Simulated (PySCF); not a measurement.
C4H6OSe, SMILES C1(CO[C@H]1[SeH])=C.

Geometry optimised at PBE0-D3(BJ)/def2-SVP. The structure was generated by enumeration; whether it is a known compound was not checked. One conformer was computed; it need not be the lowest.

Vertical ionisation energy (IE) and electron affinity (EA) in eV. Rows of orbital energies are one-electron estimates. Where ΔSCF, EOM or ADC give a negative EA the extra electron is unbound and the value depends on the basis.

```json
[
 {"level": "−ε(HOMO), −ε(LUMO), PBE0/def2-TZVP (PySCF)", "IE": "6.77", "EA": "0.67"},
 {"level": "−ε(HOMO), −ε(LUMO), PBE/def2-TZVP (PySCF)", "IE": "(withheld)", "EA": "(withheld)"}
]
```

Q: Complete the blanks. (Estimate from the structure and the level; the computed values follow.)

A: 
- −ε(HOMO), −ε(LUMO), PBE/def2-TZVP (PySCF), IE: 5.59
- −ε(HOMO), −ε(LUMO), PBE/def2-TZVP (PySCF), EA: 1.64
